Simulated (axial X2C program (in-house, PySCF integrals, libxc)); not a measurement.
# Potential curves of WP, 2c

Computed with an in-house all-electron X2C program for linear molecules (integrals from PySCF). Two-component (2c) means X2C with spin–orbit coupling and atomic mean-field two-electron Coulomb and Gaunt terms. Basis: W dyall-v3z [13s14p9d7f2g], P dyall-v3z [8s7p2d1f] (cores contracted in-house); Gaussian nuclei, density fitting, unrestricted open shells. Masses: W 183.951 u, P 30.974 u.

State: Ω = 3/2 (⟨Sz⟩ = 1.49, ⟨Lz⟩ = 0.01 at PBE0). Energies in eV from the lowest point of each curve. Fits are polynomials in 1 − R0/R over 0.85 to 1.23 times the lowest point R0.

```json
{"R (Å)": "1.8479", "PBE0": "1.4570"}
{"R (Å)": "1.9328", "PBE0": "0.5870"}
{"R (Å)": "1.9966", "PBE0": "0.2237"}
{"R (Å)": "2.0603", "PBE0": "0.0444"}
{"R (Å)": "2.1240", "PBE0": "0.0000"}
{"R (Å)": "2.1983", "PBE0": "0.0655"}
{"R (Å)": "2.2727", "PBE0": "0.2130"}
{"R (Å)": "2.3683", "PBE0": "0.4698"}
{"R (Å)": "2.4851", "PBE0": "0.8306"}
{"R (Å)": "2.6550", "PBE0": "1.3683"}
```

One determinant describes the state; a PBE0 search over occupations chose it and may have missed a lower one. Density functionals use the spin component along the axis (collinear). Other states lie close and PBE0, whose exact exchange favours high spin, may order them wrongly; the determinant shown need not be the ground state. The nearest other 2c determinant of the search, Ω = 3/2, lies 0.68 eV up at the distance of the search. With several unpaired electrons one determinant need not be a pure state. This is the top spin component of a Σ state; components of lower Ω are not single determinants and can lie lower. The determinant is spin-polarised beyond a pure state at some levels (its spin-free form has ⟨S²⟩ too high), which makes Re and μ there less reliable.

Question: Fit the PBE0 curve near its minimum: give the equilibrium distance and the harmonic wavenumber.

Answer: At PBE0, 2c: Re = 2.118 Å, ωe ≈ 496 cm⁻¹; Be follows as 0.142 cm⁻¹.
